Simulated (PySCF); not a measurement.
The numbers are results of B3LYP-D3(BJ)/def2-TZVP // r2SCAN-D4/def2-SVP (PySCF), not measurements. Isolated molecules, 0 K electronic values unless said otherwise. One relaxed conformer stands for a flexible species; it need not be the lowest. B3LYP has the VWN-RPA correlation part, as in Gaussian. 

Reference species: [Mo(Cl)5(OH)] (neutral, multiplicity 1).

```yaml
charge on the central atom (Mulliken): 1.08 e
mean_distance_from_the_central_atom_to_its_bonded_neighbours: 2.241 Å
```

Changed species: [Mo(Cl)6] (0 of 6 Cl replaced by OH; the reference has 1 of 6 Cl replaced by OH).

### Question
What does the change do to the charge on the central atom (Mulliken) and mean distance from the central atom to its bonded neighbours?

### Answer
the charge on the central atom (Mulliken) falls by 0.15 e, to 0.93 e; the mean distance from the central atom to its bonded neighbours goes up by 0.067 Å, to 2.308 Å.
